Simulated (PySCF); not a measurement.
C4H5, charge -1, singlet, geometry from GFN2-xTB; DF-HF/def2-TZVPD (PySCF).

The PySCF input:
```python
from pyscf import gto, scf
import numpy

mol = gto.M(
    atom='''
C     0.01838829    1.09261235    0.31793151
C     0.04322136   -1.09887314    0.29296768
C     0.86364242    0.01454600   -0.41782223
C    -0.64697488   -0.00242694   -0.43053395
H    -0.11541859    1.12684033    1.41520083
H    -0.00676947    2.10157076   -0.11435886
H    -0.08949244   -1.16110732    1.38913817
H     0.04081885   -2.09803459   -0.16219775
H    -1.49880154   -0.00441880   -1.10304047
''',
    basis='def2-tzvpd',
    charge=-1,
    verbose=4,
)
print('smallest overlap eigenvalue', numpy.linalg.eigvalsh(mol.intor('int1e_ovlp'))[0])

mf = scf.RHF(mol)
mf = mf.density_fit(auxbasis='def2-universal-jkfit')
mf = scf.addons.remove_linear_dep_(mf, threshold=1e-4, lindep=1e-4)
mf.kernel()
```

Problem. Write the output that PySCF gives for this input, abridged.

Solution. 
```
PySCF version 2.14.0

[INPUT] verbose = 4
[INPUT] num. atoms = 9
[INPUT] num. electrons = 30
[INPUT] charge = -1
[INPUT] spin (= nelec alpha-beta = 2S) = 0
[INPUT] symmetry False subgroup None
[INPUT] Mole.unit = angstrom
[INPUT] Symbol           X                Y                Z      unit          X                Y                Z       unit  Magmom
[INPUT]  1 C      0.018388290000   1.092612350000   0.317931510000 AA    0.034748831999   2.064738101817   0.600803480269 Bohr   0.0
[INPUT]  2 C      0.043221360000  -1.098873140000   0.292967680000 AA    0.081676533131  -2.076569280241   0.553628678549 Bohr   0.0
[INPUT]  3 C      0.863642420000   0.014546000000  -0.417822230000 AA    1.632047643357   0.027487956208  -0.789569583455 Bohr   0.0
[INPUT]  4 C     -0.646974880000  -0.002426940000  -0.430533950000 AA   -1.222605332673  -0.004586251921  -0.813591252827 Bohr   0.0
[INPUT]  5 H     -0.115418590000   1.126840330000   1.415200830000 AA   -0.218109524783   2.129419609815   2.674341979957 Bohr   0.0
[INPUT]  6 H     -0.006769470000   2.101570760000  -0.114358860000 AA   -0.012792444308   3.971393167794  -0.216106925317 Bohr   0.0
[INPUT]  7 H     -0.089492440000  -1.161107320000   1.389138170000 AA   -0.169116201819  -2.194174836028   2.625090690480 Bohr   0.0
[INPUT]  8 H      0.040818850000  -2.098034590000  -0.162197750000 AA    0.077136447220  -3.964710774964  -0.306509325521 Bohr   0.0
[INPUT]  9 H     -1.498801540000  -0.004418800000  -1.103040470000 AA   -2.832324425676  -0.008350321799  -2.084444392612 Bohr   0.0

nuclear repulsion = 107.578612424548
number of shells = 77
number of NR pGTOs = 263
number of NR cGTOs = 193
basis = def2-tzvpd
ecp = {}
input.py:24: DeprecationWarning: remove_linear_dep_ is deprecated and will be removed in a future release. Linear dependency handling is now built into the SCF procedure by default. Linear dependency removal can be controlled using the following settings:
  pyscf.scf.hf.remove_overlap_zero_eigenvalue = True
  pyscf.scf.hf.overlap_zero_eigenvalue_threshold = 1e-6

  mf = scf.addons.remove_linear_dep_(mf, threshold=1e-4, lindep=1e-4)
smallest overlap eigenvalue 9.445053766370552e-06
Applying remove_linear_dep_ on SCF object.
Using canonical orthogonalization with threshold 0.0001

******** <class 'pyscf.df.df_jk.DFRHF'> ********
method = DFRHF
initial guess = minao
damping factor = 0
level_shift factor = 0
DIIS = <class 'pyscf.scf.diis.CDIIS'>
diis_start_cycle = 1
diis_space = 8
diis_damp = 0
SCF conv_tol = 1e-09
SCF conv_tol_grad = None
SCF max_cycles = 50
direct_scf = False
Set gradient conv threshold to 3.16228e-05
Initial guess from minao.
******** <class 'pyscf.df.df.DF'> ********
auxbasis = def2-universal-jkfit
init E= -155.287503088085
  HOMO = -0.17738330066086  LUMO = 0.0710168566401512  gap/eV = 6.75931
cycle= 1 E= -154.204688745417  delta_E= 1.08  |g|= 0.385  |ddm|= 2.26
  HOMO = -0.0155348471321588  LUMO = 0.219322154088903  gap/eV = 6.39078
cycle= 2 E= -154.250298026727  delta_E= -0.0456  |g|= 0.19  |ddm|= 0.619
  HOMO = -0.0867076442096071  LUMO = 0.222643552024252  gap/eV = 8.41787
cycle= 3 E= -154.260056905012  delta_E= -0.00976  |g|= 0.0671  |ddm|= 0.169
  HOMO = -0.0794460535632631  LUMO = 0.221673861457563  gap/eV = 8.19389
cycle= 4 E= -154.26168494166  delta_E= -0.00163  |g|= 0.00944  |ddm|= 0.129
  HOMO = -0.0778569714713484  LUMO = 0.221311575690228  gap/eV = 8.14079
cycle= 5 E= -154.261771782086  delta_E= -8.68e-05  |g|= 0.00295  |ddm|= 0.054
  HOMO = -0.0781669510290932  LUMO = 0.221168177420334  gap/eV = 8.14532
cycle= 6 E= -154.261782509685  delta_E= -1.07e-05  |g|= 0.0015  |ddm|= 0.0249
  HOMO = -0.0781788365656446  LUMO = 0.221145100916339  gap/eV = 8.14502
cycle= 7 E= -154.26178404329  delta_E= -1.53e-06  |g|= 0.000338  |ddm|= 0.0119
  HOMO = -0.078230269508424  LUMO = 0.221127652877409  gap/eV = 8.14594
cycle= 8 E= -154.26178409272  delta_E= -4.94e-08  |g|= 0.000151  |ddm|= 0.00367
  HOMO = -0.0782375652412384  LUMO = 0.221134410723626  gap/eV = 8.14633
cycle= 9 E= -154.261784076879  delta_E= 1.58e-08  |g|= 0.000233  |ddm|= 0.00152
  HOMO = -0.0782067309151451  LUMO = 0.221140087489844  gap/eV = 8.14564
cycle= 10 E= -154.26178403035  delta_E= 4.65e-08  |g|= 0.00032  |ddm|= 0.00125
  HOMO = -0.0782313633126357  LUMO = 0.221139066317523  gap/eV = 8.14628
cycle= 11 E= -154.261784016953  delta_E= 1.34e-08  |g|= 0.000318  |ddm|= 0.000335
  HOMO = -0.0782435008918831  LUMO = 0.221139463589034  gap/eV = 8.14663
cycle= 12 E= -154.261784022359  delta_E= -5.41e-09  |g|= 0.000305  |ddm|= 5.91e-05
  HOMO = -0.0782218237437071  LUMO = 0.221136480119174  gap/eV = 8.14595
cycle= 13 E= -154.261784005986  delta_E= 1.64e-08  |g|= 0.000354  |ddm|= 0.000252
  HOMO = -0.0782327088724273  LUMO = 0.221136523243829  gap/eV = 8.14625
cycle= 14 E= -154.261783998364  delta_E= 7.62e-09  |g|= 0.000356  |ddm|= 0.000489
  HOMO = -0.0782227555497919  LUMO = 0.221140857119288  gap/eV = 8.14610
cycle= 15 E= -154.261784008519  delta_E= -1.02e-08  |g|= 0.000337  |ddm|= 0.000634
  HOMO = -0.078219284291027  LUMO = 0.22114062532415  gap/eV = 8.14600
cycle= 16 E= -154.261784015288  delta_E= -6.77e-09  |g|= 0.000341  |ddm|= 0.000447
  HOMO = -0.078254405683257  LUMO = 0.221126797198766  gap/eV = 8.14658
cycle= 17 E= -154.261783997804  delta_E= 1.75e-08  |g|= 0.000323  |ddm|= 0.00274
  HOMO = -0.0782550008061165  LUMO = 0.221128120881807  gap/eV = 8.14663
cycle= 18 E= -154.261783993062  delta_E= 4.74e-09  |g|= 0.000341  |ddm|= 0.000453
  HOMO = -0.0782440540530587  LUMO = 0.221131654834072  gap/eV = 8.14643
cycle= 19 E= -154.261783974166  delta_E= 1.89e-08  |g|= 0.000375  |ddm|= 0.000707
  HOMO = -0.0782367482165363  LUMO = 0.221127839890332  gap/eV = 8.14613
cycle= 20 E= -154.261783978279  delta_E= -4.11e-09  |g|= 0.000362  |ddm|= 0.00107
  HOMO = -0.0782441586442921  LUMO = 0.221128006846332  gap/eV = 8.14633
cycle= 21 E= -154.261783974996  delta_E= 3.28e-09  |g|= 0.000366  |ddm|= 0.000246
  HOMO = -0.0782381345565533  LUMO = 0.221127867218586  gap/eV = 8.14616
cycle= 22 E= -154.261783983225  delta_E= -8.23e-09  |g|= 0.000361  |ddm|= 0.00045
  HOMO = -0.0782378381142088  LUMO = 0.221128973644957  gap/eV = 8.14619
cycle= 23 E= -154.261783934666  delta_E= 4.86e-08  |g|= 0.000397  |ddm|= 0.00175
  HOMO = -0.0782307649106357  LUMO = 0.221137180776073  gap/eV = 8.14622
cycle= 24 E= -154.261783850359  delta_E= 8.43e-08  |g|= 0.000437  |ddm|= 0.00191
  HOMO = -0.0781968943602642  LUMO = 0.221139091927355  gap/eV = 8.14535
cycle= 25 E= -154.261783855959  delta_E= -5.6e-09  |g|= 0.000436  |ddm|= 0.00159
  HOMO = -0.0781996467501678  LUMO = 0.221136842569104  gap/eV = 8.14536
cycle= 26 E= -154.261783872581  delta_E= -1.66e-08  |g|= 0.000409  |ddm|= 0.000664
  HOMO = -0.078201391706493  LUMO = 0.221137853127628  gap/eV = 8.14544
cycle= 27 E= -154.261783891807  delta_E= -1.92e-08  |g|= 0.000407  |ddm|= 0.000558
  HOMO = -0.0782166674198308  LUMO = 0.221138834575609  gap/eV = 8.14588
cycle= 28 E= -154.261783871984  delta_E= 1.98e-08  |g|= 0.000422  |ddm|= 0.00057
  HOMO = -0.0782156392960829  LUMO = 0.221138288009913  gap/eV = 8.14584
cycle= 29 E= -154.261783870372  delta_E= 1.61e-09  |g|= 0.000423  |ddm|= 0.000287
  HOMO = -0.0782204304722853  LUMO = 0.221138292181479  gap/eV = 8.14597
cycle= 30 E= -154.261783868327  delta_E= 2.05e-09  |g|= 0.000425  |ddm|= 0.000264
  HOMO = -0.0782047460566737  LUMO = 0.22113560798217  gap/eV = 8.14547
cycle= 31 E= -154.261783858472  delta_E= 9.85e-09  |g|= 0.000427  |ddm|= 0.000982
  HOMO = -0.0782286345846863  LUMO = 0.221128496058934  gap/eV = 8.14592
cycle= 32 E= -154.26178390769  delta_E= -4.92e-08  |g|= 0.000381  |ddm|= 0.00201
  HOMO = -0.0782264620221831  LUMO = 0.221133683348138  gap/eV = 8.14600
cycle= 33 E= -154.261783821307  delta_E= 8.64e-08  |g|= 0.000431  |ddm|= 0.00153
  HOMO = -0.0781825933518085  LUMO = 0.221130978231173  gap/eV = 8.14474
cycle= 34 E= -154.261783808881  delta_E= 1.24e-08  |g|= 0.000401  |ddm|= 0.000951
  HOMO = -0.0781624755975763  LUMO = 0.221135151577388  gap/eV = 8.14430
cycle= 35 E= -154.261783861771  delta_E= -5.29e-08  |g|= 0.000424  |ddm|= 0.00155
  HOMO = -0.0781828283994059  LUMO = 0.221135083205284  gap/eV = 8.14486
cycle= 36 E= -154.261783870977  delta_E= -9.21e-09  |g|= 0.00041  |ddm|= 0.00072
  HOMO = -0.0781880442192673  LUMO = 0.221133682631834  gap/eV = 8.14496
cycle= 37 E= -154.261783881302  delta_E= -1.03e-08  |g|= 0.000417  |ddm|= 0.00096
  HOMO = -0.0781879113002155  LUMO = 0.221133537125157  gap/eV = 8.14495
cycle= 38 E= -154.261783855757  delta_E= 2.55e-08  |g|= 0.000438  |ddm|= 0.000502
  HOMO = -0.0781810677484458  LUMO = 0.221140216052265  gap/eV = 8.14495
cycle= 39 E= -154.261783902363  delta_E= -4.66e-08  |g|= 0.00042  |ddm|= 0.00201
  HOMO = -0.0781744949453369  LUMO = 0.221136313696074  gap/eV = 8.14466
cycle= 40 E= -154.261783905931  delta_E= -3.57e-09  |g|= 0.00043  |ddm|= 0.000833
  HOMO = -0.0781811913591426  LUMO = 0.221132891853816  gap/eV = 8.14475
cycle= 41 E= -154.26178400121  delta_E= -9.53e-08  |g|= 0.000355  |ddm|= 0.00213
  HOMO = -0.0781791319350482  LUMO = 0.221141227279885  gap/eV = 8.14492
cycle= 42 E= -154.261783931477  delta_E= 6.97e-08  |g|= 0.000391  |ddm|= 0.00196
  HOMO = -0.0781737158074236  LUMO = 0.221139811609041  gap/eV = 8.14474
cycle= 43 E= -154.261783942444  delta_E= -1.1e-08  |g|= 0.000379  |ddm|= 0.000391
  HOMO = -0.0781854544403302  LUMO = 0.221138458827442  gap/eV = 8.14502
cycle= 44 E= -154.261783943214  delta_E= -7.71e-10  |g|= 0.000349  |ddm|= 0.000483
  HOMO = -0.078200428561523  LUMO = 0.221141365714548  gap/eV = 8.14551
cycle= 45 E= -154.261783942337  delta_E= 8.77e-10  |g|= 0.000359  |ddm|= 0.000802
  HOMO = -0.078198369604614  LUMO = 0.221141783665325  gap/eV = 8.14546
cycle= 46 E= -154.261783921026  delta_E= 2.13e-08  |g|= 0.000375  |ddm|= 0.000925
  HOMO = -0.0782220701571816  LUMO = 0.221142221813687  gap/eV = 8.14612
cycle= 47 E= -154.261783911338  delta_E= 9.69e-09  |g|= 0.000372  |ddm|= 0.00108
  HOMO = -0.0782144221690579  LUMO = 0.221143542426737  gap/eV = 8.14595
cycle= 48 E= -154.261783919271  delta_E= -7.93e-09  |g|= 0.000367  |ddm|= 0.000348
  HOMO = -0.0782042962975744  LUMO = 0.22113550594573  gap/eV = 8.14545
cycle= 49 E= -154.261783991907  delta_E= -7.26e-08  |g|= 0.000324  |ddm|= 0.00211
  HOMO = -0.0781916528939846  LUMO = 0.221136706965714  gap/eV = 8.14514
cycle= 50 E= -154.261783873742  delta_E= 1.18e-07  |g|= 0.000441  |ddm|= 0.00244
SCF not converged.
SCF energy = -154.261783873742
```

Convergence was not reached.
